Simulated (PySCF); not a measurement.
Exercise with solution: refractive index and permittivity of the vapour

PGMEA (C₆H₁₂O₃), SMILES COCC(C)OC(C)=O.

The structure is a stationary point at B3LYP-D3(BJ)/def2-SVP. Other conformers were not sampled.

HF/def2-SVP (PySCF) gives a mean static polarisability of 69.6 bohr³ and a dipole moment of 2.35 D. Take an ideal gas at 298.15 K and 1 bar, whether or not the substance is that volatile.

Question: Work out n − 1 in the optical limit and the static ε − 1.

Answer: 
Polarisability volume α' = 69.6 × 0.148185 = 10.31 Å³. Number density N = p/kT = 2.43e-5 Å⁻³.
Dilute limit of Lorentz–Lorenz: n − 1 = 2π N α' = 0.0016.
Orientation term of Debye: μ²/(3kT) = 8.098 Å³ × μ²(D²) = 44.72 Å³.
ε − 1 = 4π N (α' + μ²/3kT) = 0.017. Orientation of the dipole supplies 81 % of the static response; it can't follow optical fields. Vibrational polarisation and dispersion are left out.
